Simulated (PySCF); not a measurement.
Input of a run (PBE0-D3(BJ)/def2-SVP geometry optimisation, gas phase, def2 core potentials past Kr (PySCF 2.14.0)), started from GFN2-xTB:
```
{"job": {"xc": "PBE0", "basis": "def2-SVP", "d3": "d3bj", "grid": 1, "maxiter": 30, "shake": 0.03, "kind": "geom"}, "charge": 0, "multiplicity": 1}
Hf    -0.345760    -0.073290    -0.395690
O     -0.434600    -0.024550     1.735410
H     -1.015040    -0.825140     1.787210
H     -0.925910     0.750570     1.805500
F     -0.077610    -0.006350    -2.279970
O      1.730900     0.027440    -0.423710
H      1.835990     0.803410    -0.969410
H      1.860920    -0.736990    -1.025400
F     -2.252800     0.008500    -0.013310
F     -0.137530     1.808520    -0.088000
F     -0.140480    -1.817620    -0.101720
```

Output (energies in Eh, forces in Eh/bohr):
```
step   0  E = -599.60194533  max force = 0.125757
step   1  E = -599.64172060  max force = 0.042899
step   2  E = -599.65260928  max force = 0.011969
step   3  E = -599.65889508  max force = 0.009076
step   4  E = -599.66072646  max force = 0.009225
step   5  E = -599.66171313  max force = 0.011939
step   6  E = -599.66265756  max force = 0.010760
step   7  E = -599.66404843  max force = 0.007774
step   8  E = -599.66466682  max force = 0.006229
step   9  E = -599.66513485  max force = 0.003627
step  10  E = -599.66526080  max force = 0.001779
step  11  E = -599.66529869  max force = 0.001455
step  12  E = -599.66532238  max force = 0.000775
step  13  E = -599.66533563  max force = 0.000617
step  14  E = -599.66534873  max force = 0.000632
step  15  E = -599.66536771  max force = 0.000769
step  16  E = -599.66538192  max force = 0.000763
step  17  E = -599.66539372  max force = 0.000902
step  18  E = -599.66540027  max force = 0.000643
step  19  E = -599.66540401  max force = 0.000306
optimisation converged
```

Q: Summarise the run.

A: The energy falls by 1.727 eV over 20 energy and gradient evaluations, the largest force component goes from 0.1258 to 3.1e-04 Eh/bohr, and the atoms move by 0.327 Å rms after alignment. The bond that changes most is Hf1–O6 (ends: hafnium bonded to 4 F and 2 O; oxygen bonded to Hf and 2 H), which lengthens by 0.259 Å. Bonds longer at the end by more than 0.005 Å: 7 of 10; shorter: 3. Among the angles that change most is Hf1–O2–H3, from 93.3° to 119.9°. Among the dihedrals that turn most is F11–Hf1–O2–H4, from -155° to -174°. The energy never rose by more than 1e-6 Eh on the way. The first step brought 63 % of the lowering.

Q: What are the final bond lengths?

A: Hf1–O2 2.339 Å, Hf1–F5 1.926 Å, Hf1–O6 2.338 Å, Hf1–F9 1.927 Å, Hf1–F10 1.955 Å, Hf1–F11 1.948 Å, O2–H3 0.965 Å, O2–H4 0.965 Å, O6–H7 0.965 Å, O6–H8 0.965 Å. Numbering counts from 1 in the input's order; the species is cis-Hf(H2O)2F4, `[OH2]->[Hf](<-[OH2])([F])([F])([F])[F]`.

The run used 136 basis functions and 124 SCF cycles in all. On an Arm Neoverse V1 with one thread (shared host), this took 4.0 min wall and 0.50 GiB of memory at its peak.

No frequency check.
